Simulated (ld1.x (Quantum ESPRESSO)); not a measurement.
Ranking ultrasoft potentials for Zn (Z = 30)

All share these settings but for the change named:

ld1.x (Quantum ESPRESSO) 7.5 input, shortened:

```
&input
   title='Zn', zed=30., rel=1, dft='PBE', iswitch=3,
   config='[Ar] 3d10 4s2 4p0 4f-2'
 /
 &inputp
   pseudotype=3, tm=.true., lloc=-1, rcloc=2.20,
   nlcc=.true., new_core_ps=.true.,
   which_augfun='PSQ', rmatch_augfun_nc=.true.
 /
8
4S  1  0   2.00   0.00  1.65  1.95  0.0
4S  1  0   0.00   0.20  1.65  1.95  0.0
4P  2  1   0.00   0.00  2.60  3.15  0.0
4P  2  1   0.00   0.20  2.60  3.15  0.0
3D  3  2  10.00   0.00  1.10  1.20  0.0
3D  3  2   0.00  -0.15  1.10  1.20  0.0
4F  4  3  -2.00   0.05  2.50  2.90  0.0
4F  4  3  -2.00   2.75  2.50  2.90  0.0
 &test
   configts(1)='3d10 4s2 4p0'
 /
```

Test errors are all-electron minus pseudo excitation energies from the reference, over 3d10 4s1 4p0; 3d10 4s0 4p0; 3d9 4s0 4p0; 3d9 4s2 4p0; 3d10 4s0 4p2; 3d9 4s2 4p1; 3d10 4s1.5 4p0. None of these files shows a bound ghost.

The base gives 299.1 meV.

Of 11 variants that were run, those that failed, showed a ghost or another fault, or gave nearly equal values are left out.

A variant can come out equal or close to the base, since the largest error may sit in a test that the change hardly touches while other tests move.

Task: Rank these variants by their largest absolute test error, smallest first.
A. functional LDA (PZ)
B. augmentation PSQ, radius 1.05 bohr
C. waves 3d (bound): rcut 1.10, rcutus 1.64 bohr; 3d channel at -0.15 Ry: rcut 1.10, rcutus 1.64 bohr
D. type TM semilocal; waves now 4s (bound): rc 1.95 bohr; 4p (bound): rc 3.15 bohr; 4f channel at 0.05 Ry: rc 2.90 bohr; 3d (bound): rc 1.20 bohr; local potential the d channel

Result: B (155.5 meV), D (188.6 meV), C (218.7 meV), A (292.2 meV).
